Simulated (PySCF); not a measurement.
**CeCl at UHF**

Level: UHF. Ce x2c-SVPall, Cl x2c-SVPall; spin-free X2C with a Gaussian nucleus (PySCF 2.14).

For CeCl, the state is quartet, about 1.1 electrons in the 4f shell (Mulliken), real f orbitals that mix terms and the bond length is 2.605 Å. The harmonic wavenumber is 313 cm⁻¹ and the force constant is 1.62 mdyn/Å. The rotational constant Be is 0.08878 cm⁻¹. The anharmonicity ωexe is 0.762 cm⁻¹ and the vibration–rotation constant αe is 0.000313 cm⁻¹. The bond order (Mayer) is 1.04 and the dipole moment (positive dipole means Ce(−)Cl(+)) is -4.83 D.

Spin–orbit coupling is left out, which matters for elements this heavy, above all for dissociation energies. Hartree–Fock leaves out correlation, which carries a large part of most bond energies and some tenths to 1 eV of ionisation energies. With d or f electrons several states lie close, and the lowest PBE0 determinant need not be the measured ground state.
